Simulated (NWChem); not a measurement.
# CH5FSn; SMILES [CH3][SnH2][F]

Results from NWChem. Structure relaxed at the PBE0/def2-SVP level. def2 effective core potentials on Sn; no spin-orbit coupling. Ions are spin-unrestricted doublets at the neutral geometry; other ion states weren't tried. Functional: LC-ωPBE (HJS hole) with def2-SVP; rows give the range parameter ω in 1/bohr.

For range parameter (1/bohr) 0.30:

- vertical ionisation energy, ΔSCF (eV): 11.37
- −ε(HOMO) (eV): 10.66

How do the values read with range parameter (1/bohr) 0.50 instead?


| Quantity | Result |
|---|---|
| vertical ionisation energy, ΔSCF (eV) | 11.88 |
| −ε(HOMO) (eV) | 11.74 |
